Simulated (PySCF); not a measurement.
Zn(OH2)6 (H12O6Zn), SMILES [OH2]->[Zn+2](<-[OH2])(<-[OH2])(<-[OH2])(<-[OH2])<-[OH2], charge +2.

Coordinates come from a r2SCAN-D4/def2-SVP optimisation. The isomer is the one that the SMILES or the coordinates give; other isomers of the formula were not compared.

Calculation: IEF-PCM-B3LYP/def2-SVP (PySCF).

The values are the electrostatic part of the solvation free energy, E(continuum) − E(gas) at the gas-phase geometry, in a cavity of scaled van der Waals radii (PySCF's table); cavitation and dispersion terms are not included. A continuum can't describe solvent molecules that bind to the metal. In vacuum the orbital gap is 9.38 eV.

```json
[
 {"solvent": "water", "ε": "78.36", "ΔG(elec) (kcal/mol)": "-188.6", "gap (eV)": "9.23"},
 {"solvent": "toluene", "ε": "2.37", "ΔG(elec) (kcal/mol)": "-111.4", "gap (eV)": "9.27"},
 {"solvent": "tetrahydrofuran", "ε": "7.43", "ΔG(elec) (kcal/mol)": "…", "gap (eV)": "…"}
]
```

Fill in the missing entries. (The exact figures need the calculation; the answer reports its results.)


- tetrahydrofuran, ΔG(elec) (kcal/mol): -165.8
- tetrahydrofuran, gap (eV): 9.24
